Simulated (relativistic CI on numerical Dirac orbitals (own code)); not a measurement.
What each ingredient does to the levels of Lu XXVII

Base calculation: Dirac-Coulomb-Breit CI, orbitals from a KLI potential per configuration, model QED, unscaled Slater integrals.

Configuration list (outside the closed core [Ar] 3d10): 4s2.4p6.4d9, 4s2.4p5.4d10, 4s2.4p6.4d8.4f, 4s.4p6.4d10, 4s2.4p5.4d9.4f, 4s.4p6.4d9.4f, 4s2.4p6.4d8.5s, 4s2.4p6.4d8.5p, 4s2.4p6.4d7.4f.5s, 4s2.4p6.4d8.5d, 4s2.4p5.4d9.5s, 4s2.4p6.4d7.5s2, 4s2.4p6.4d6.4f.5s2, 4s2.4p5.4d7.4f.5s2, 4s.4p6.4d7.4f.5s2. Double excitations out of closed p, d and f shells are left out; levels of such configurations are missing from the list, as are those of other unlisted configurations, and high levels can miss mixing partners.

Variants: (1) P86 correlation estimate; (2) configuration mixing switched off; (3) non-relativistic limit. Shifts of the energy above 4s2.4p6.4d9 2D_5/2, in cm⁻¹, for the lowest level and the first level of each name with at least 55 % of one term (blank where a level changes its place among those of its configuration and J or its character, or is not in the variant):

| Level | Base | Δ(1) | Δ(2) | Δ(3) |
| --- | --- | --- | --- | --- |
| 4s2.4p6.4d9 2D_5/2 | 0 | 0 | 0 | 0 |
| 4s2.4p6.4d9 2D_3/2 | 104341 | -1 | -670 | -104341 |
| 4s2.4p5.4d10 2P°_3/2 | 1324889 | +1169 | +109456 | -128664 |
| 4s2.4p6.4d8.4f 4F°_7/2 | 1425083 | +852 | -12617 | -27406 |
| 4s2.4p6.4d8.4f 4F°_9/2 | 1443275 | +852 | -12730 | -45598 |
| 4s2.4p6.4d8.4f 4I°_15/2 | 1460767 | +852 | -12951 | -25851 |
| 4s2.4p6.4d8.4f 4H°_13/2 | 1474669 | +852 | -12448 | -32549 |
| 4s2.4p6.4d8.4f 4G°_7/2 | 1524099 | +852 | -12720 |  |
| 4s2.4p6.4d8.4f 2D°_5/2 | 1574061 | +853 | -12311 |  |
| 4s2.4p6.4d8.4f 2F°_7/2 | 1589272 | +852 | -12704 |  |
| 4s2.4p6.4d8.4f 2K°_15/2 | 1589622 | +852 | -12950 | -117497 |
| 4s2.4p6.4d8.4f 4D°_5/2 | 1621667 | +853 | -12111 |  |
| 4s2.4p6.4d8.4f 2I°_11/2 | 1632710 | +852 | -12894 |  |

At this charge energies of transitions that change n are usually good to better than 1 %, and those within a shell (Δn = 0) to a few per cent.

Ionisation energy from the two ground configurations alone: base 984.773 eV; P86 correlation estimate 986.834 eV. The NIST ASD value (theoretical) is 985 eV.

LS names give the leading component of a level, which can be under half, so a name can repeat, a term be missing and a line seem to break the LS rules.
